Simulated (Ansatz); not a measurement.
Reaction (formal exchange of groups at a Te–C bond): `C=C(Cl)[TeH]` + `C[CH2][AlH2]` → `C[CH2][AlH][TeH]` + `C=CCl`

Calculated with Ansatz (gas phase, PBE0-D4/def2-TZVP geometries, no zero-point term in ΔE). CCSD(T)/CBS is the MP2 limit (def2-TZVPP, def2-QZVPP) plus CCSD(T) − MP2 in def2-TZVPP, frozen cores. This one scheme is used for every species. Functionals use def2-TZVPP. B3LYP here is the variant with VWN-RPA as its local correlation; programs differ in this. def2 core potentials past Kr. For Te outer-core shells are correlated without core-valence functions, which leaves a few kJ/mol of doubt a bond. One conformer a species, not always the lowest.

```json
{"level": "PBE-D4", "ΔE (kcal/mol)": "-40.9"}
{"level": "r2SCAN-D4", "ΔE (kcal/mol)": "-42.4"}
{"level": "PBE", "ΔE (kcal/mol)": "-41.3"}
{"level": "B3LYP", "ΔE (kcal/mol)": "-41.2"}
{"level": "CCSD(T)/def2-TZVPP", "ΔE (kcal/mol)": "-41.1"}
{"level": "SCS-MP2/def2-QZVPP", "ΔE (kcal/mol)": "-40.1"}
{"level": "MP2/CBS(def2)", "ΔE (kcal/mol)": "-41.2"}
{"level": "CCSD/CBS(def2)", "ΔE (kcal/mol)": "-42.0"}
```

**Question.** What does CCSD(T)/CBS give? (Best estimate.)

**Answer.** Computed: -41.4 kcal/mol. The listed levels differ from it by 0.5, -1.0, 0.1, 0.2, 0.3, 1.3, 0.2, -0.6 kcal/mol.

Largest T1 diagnostic among the species: 0.011.

In def2-TZVPP, CCSD(T) changes the Hartree–Fock value by +3.4 kcal/mol (the triples alone add +0.6 kcal/mol) and MP2 by +3.6 kcal/mol. From PBE to PBE0 (25 % exact exchange), in def2-TZVPP and without D4, ΔE moves by −1.7 kcal/mol. The D4 term adds +0.8 kcal/mol with B3LYP and +0.3 kcal/mol with PBE0; it sums over pairs of atoms, weighted by their polarisabilities, and B3LYP, whose exchange is more repulsive, gets the larger term.
